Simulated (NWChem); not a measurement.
# TiH₄O₂; SMILES [OH][TiH2][OH]

```xyz
7

Ti     0.0000     0.0000    -0.3684
O      1.5150     0.0000     0.5154
H      2.0645     0.0000     1.3074
O     -1.5150     0.0000     0.5154
H     -2.0645     0.0000     1.3074
H      0.0000    -1.3773    -1.3778
H      0.0000     1.3773    -1.3778
```
Atoms are numbered in this order, from 1.

Program: NWChem. All runs use the structure optimised with B3LYP/6-31G* (spherical d).

Task: Estimate the computed values for PBE0/cc-pVDZ. Quantities: highest occupied level (eV); orbital gap (eV); dipole (D).

Result: The highest occupied level (eV) comes out as -8.06. The orbital gap (eV) is 6.04. The dipole (D) is 3.69.
